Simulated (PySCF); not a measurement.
An unknown is described by computed data only.

Formula: C3H6O3Si2.

* Triplet: lowest triplet excitation (Tamm–Dancoff): 4.06 eV [TDA CAM-B3LYP/def2-SVPD]
* 1H NMR: chemical shifts (computed TMS as zero) by class: 6.71 (1 H), 6.46 (1 H), 6.45 (1 H), 5.36 (1 H), 5.35 (1 H), 5.09 (1 H) ppm [GIAO PBE0/pcSseg-1]
* UV, first state: lowest singlet excitation: 4.77 eV (260 nm, f = 0.006) [TDDFT CAM-B3LYP/def2-SVPD]
* Rotational structure: rotational constants A, B, C: 2.352, 1.209, 0.896 GHz [GFN2-xTB]
* 13C NMR: chemical shifts (computed TMS as zero) by class: 185.1 (1 C), 148.7 (1 C), 137.4 (1 C) ppm [GIAO PBE0/pcSseg-1]
* Polarisability: 87.0 au [CAM-B3LYP/def2-SVPD]
* UV, strongest line: among the 8 lowest singlet transitions: S5 at 7.12 eV (174 nm, f = 0.122) [TDDFT CAM-B3LYP/def2-SVPD]
* NMR, other nuclei: isotropic shieldings of nuclei other than C and H, by class: -204 (1 O), 79 (1 O), 280 (1 O), 366 (1 Si), 400 (1 Si) ppm [GIAO PBE0/pcSseg-1]

Electronic properties: PySCF, gas phase, density fitting. Levels stand in brackets. Isolated species at its GFN2-xTB geometry (one conformer only). GFN2-xTB frequencies show an imaginary mode (29i cm⁻¹), so this geometry is no minimum at that level. Each NMR value is the plain mean over a class of atoms that symmetry, rotation or inversion makes alike.

Question: What is the compound? Reason from the data.

Answer: Numbering: `[CH2:1]=[CH:2][Si@H:3]1[O:4][SiH2:5][O:6][C:7]1=[O:8]`. Its formula, C3H6O3Si2, gives 3 degrees of unsaturation: 1 ring and 2 π bonds in the structure found. 3 carbons fall into 3 classes; from least to most shielded: carbonyl carbon [C7] (185.1 ppm), terminal =CH2 carbon [C1] (148.7 ppm), alkene CH carbon [C2] (137.4 ppm). Hydrogen classes from least to most shielded: 1 H on a terminal =CH2 carbon, C1 (6.71 ppm), 1 H on an alkene CH carbon, C2 (6.46 ppm), 1 H on a terminal =CH2 carbon, C1 (6.45 ppm), 1 H on an oxygen-bound silicon, Si5 (5.36 ppm), 1 H on an oxygen-bound silicon, Si5 (5.35 ppm), 1 H on an oxygen-bound silicon, Si3 (5.09 ppm). The other shieldings belong to: -204 ppm, carbonyl oxygen [O8]; 79 ppm, oxygen singly bound to a carbonyl carbon [O6]; 280 ppm, siloxane oxygen [O4]; 366 ppm, oxygen-bound silicon [Si5]; 400 ppm, oxygen-bound silicon [Si3]. The optimised geometry has point group C1 and is an asymmetric top. Structure: `C=C[Si@H]1O[SiH2]OC1=O`. The assignments are read from this structure; whether some other isomer fits the data as well wasn't checked. The mirror image fits equally.

The values belong to the conformer `[CH2:1]=[CH:2][Si@H:3]1[O:4][SiH2:5][O:6][C:7]1=[O:8]`: C1–C2–Si3–O4 -163°.
